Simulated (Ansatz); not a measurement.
Calculated with Ansatz (gas phase, PBE0-D4/def2-TZVP geometries, no zero-point term in ΔE). CCSD(T)/CBS is the MP2 limit (def2-TZVPP, def2-QZVPP) plus CCSD(T) − MP2 in def2-TZVPP, frozen cores. Functionals use def2-TZVPP. def2 core potentials past Kr. For In outer-core shells are correlated without core-valence functions, which leaves a few kJ/mol of doubt a bond. One conformer a species, not always the lowest.

Consider the cleavage of the P–In bond: `[CH3][InH][PH2]` + `O[SiH2]F` → `F[SiH2]OP` + `[CH3][InH2]`.

Problem. Is it downhill or uphill in electronic energy at CCSD(T)/CBS, and by how much? (Estimate.)

Solution. Computed: Uphill: ΔE = +0.83 eV.

Problem. What do these levels give: B97M-V, ωB97M-V, B2PLYP, PBE-QIDH, BLYP, PBE0? (Estimate.)

Solution. The calculation gave: B97M-V 0.71, ωB97M-V 0.71, B2PLYP 0.76, PBE-QIDH 0.85, BLYP 0.75, PBE0 0.86 eV.

Largest T1 diagnostic among the species: 0.013.

Leaving LDA and LC-ωPBE aside and taking each functional with its dispersion term where it has one, the values, not all of them listed here, spread over 0.23 eV, from CAM-B3LYP-D4 to PBE-D4. In def2-TZVPP, CCSD(T) changes the Hartree–Fock value by +0.24 eV (the triples alone add +0.04 eV) and MP2 by +0.31 eV. From BLYP to BHLYP (50 % exact exchange), in def2-TZVPP and without D4, ΔE moves by −0.08 eV.
